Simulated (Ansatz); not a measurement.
Basis sets compared for the cluster As₅⁺. Charge 1, multiplicity 1. Geometry PBE-D4/def2-SVP. Ansatz on 4 threads of Arm Neoverse V2 on a shared host; times are rough, and most runs start from earlier orbitals.

| atom | x (Å) | y (Å) | z (Å) |
| --- | --- | --- | --- |
| As1 | 0.607 | -1.663 | 0.145 |
| As2 | -1.393 | -0.673 | -0.875 |
| As3 | 0.861 | 0.569 | -1.135 |
| As4 | -1.038 | 1.379 | 0.422 |
| As5 | 0.963 | 0.390 | 1.443 |

The structure comes from a short search, and lower isomers may exist.

| level | functions | energy (Eh) | HOMO (eV) | LUMO (eV) | wall time |
| --- | --- | --- | --- | --- | --- |
| PBE-D4/def2-SVP | 160 | -11176.2251 | -10.79 | -8.44 | 2.1 s |
| PBE0-D4/def2-SVP | 160 | -11176.5197 | -11.76 | -7.83 | 4.6 s |

Estimate the rows for PBE-D4/def2-TZVP, PBE0-D4/def2-TZVP (with forces).


```json
{"level": "PBE-D4/def2-TZVP", "functions": "240", "energy (Eh)": "-11177.6106", "HOMO (eV)": "-10.70", "LUMO (eV)": "-8.37", "wall time": "3.8 s"}
{"level": "PBE0-D4/def2-TZVP (with forces)", "functions": "240", "energy (Eh)": "-11177.9066", "HOMO (eV)": "-11.64", "LUMO (eV)": "-7.73", "wall time": "15 s"}
```
